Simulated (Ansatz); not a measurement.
Two isomers of C2H8B2O: A = `BCB(C)O`, B = `CBBOC`.

Isolated molecules relaxed with PBE0-D4/def2-TZVP in Ansatz; ΔE leaves out vibrations. CCSD(T)/CBS is the MP2 limit (def2-TZVPP, def2-QZVPP) plus CCSD(T) − MP2 in def2-TZVPP, frozen cores. Functionals use def2-TZVPP. B3LYP here is the variant with VWN-RPA as its local correlation; programs differ in this. Each species was taken in one conformer, which may not be the lowest.

(1) Which is lower in electronic energy at CCSD(T)/CBS, and by how much? (An estimate is asked.)

(2) Give E(B) − E(A) in kcal/mol with PBE0-D4, BLYP-D4, CCSD(T)/def2-TZVPP, LDA (SPW92), r2SCAN-D4, B2PLYP, B3LYP. (An estimate is asked.)

(3) Does the order hold for the free energy at 298.15 K (harmonic terms from PBE0-D4)? (Estimate.)

Largest T1 diagnostic: 0.013.

Answers

(1) Ansatz gave: A, by 35.2 kcal/mol.

(2) Computed: PBE0-D4 34.3, BLYP-D4 31.7, CCSD(T)/def2-TZVPP 34.9, LDA (SPW92) 34.8, r2SCAN-D4 35.2, B2PLYP 33.9, B3LYP 32.0. None reverses the order clearly.

(3) Computed: Yes: G(B) − G(A) = +34.9 kcal/mol, for one conformer each. Modes under 60 cm⁻¹, often nearly free rotors, make the harmonic entropy too high.

At CCSD(T), def2-SVP lies −1.1 kcal/mol from the extrapolated value and def2-TZVPP −0.3 kcal/mol. Leaving LDA and LC-ωPBE aside and taking each functional with its dispersion term where it has one, the values, not all of them listed here, spread over 4.3 kcal/mol, from BLYP-D4 to PBE-QIDH. LDA lies +2.0 kcal/mol from PBE without D4.
